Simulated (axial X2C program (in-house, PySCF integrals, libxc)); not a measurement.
Worked dissociation energy of CoSi: BP86, without spin–orbit coupling

All values were computed with an in-house relativistic program for diatomic molecules. Spin-free means the one-electron spin-free X2C Hamiltonian. Basis: Co dyall-cv3z [9s10p6d3f2g], Si dyall-v3z [8s7p2d1f] (cores contracted in-house); Gaussian nuclei, density fitting, unrestricted open shells. Masses: Co 58.933 u, Si 27.977 u.

Molecular state: M_S = 1/2, Λ = 3 (beyond evenly filled blocks: σα, π+β, δ+α, δ+β, δ-α).

* E(Co) (2M_S = 3, M_L = 0): -1393.508350 hartree
* E(Si) (2M_S = 2, M_L = 0): -290.019688 hartree
* E(CoSi) at Re: -1683.628710 hartree
* ωe: 347.3 cm⁻¹
* ωexe: 1.29 cm⁻¹

Q: Work out De and D0.

A: De = -1393.508350 + (-290.019688) − (-1683.628710) = 0.10067 hartree = 2.739 eV. The zero-point energy is ωe/2 − ωexe/4 = 173 cm⁻¹ = 0.021 eV, so D0 = 2.718 eV.

Occupations by symmetry block were frozen at the best pattern of an incomplete PBE0 search. De is counted from the lowest determinant-based energies of the atoms at the same level, without counterpoise correction. PBE0 can misorder states that lie within some tenths of an eV, so this need not be the ground state of the molecule. The nearest other spin-free determinant of the search, M_S = 3/2, Λ = 1, lies 0.05 eV up at the distance of the search. Without a current term, density functionals place determinants with orbital angular momentum somewhat too high. With several unpaired electrons one determinant need not be a pure state. At some level and bond length an empty orbital lies below a filled one. The determinant is spin-polarised beyond a pure state at some levels (its spin-free form has ⟨S²⟩ too high), which makes Re and μ there less reliable.

Each atomic determinant is the lowest at this level and need not be a pure term. Totals compare only within one Hamiltonian and basis.
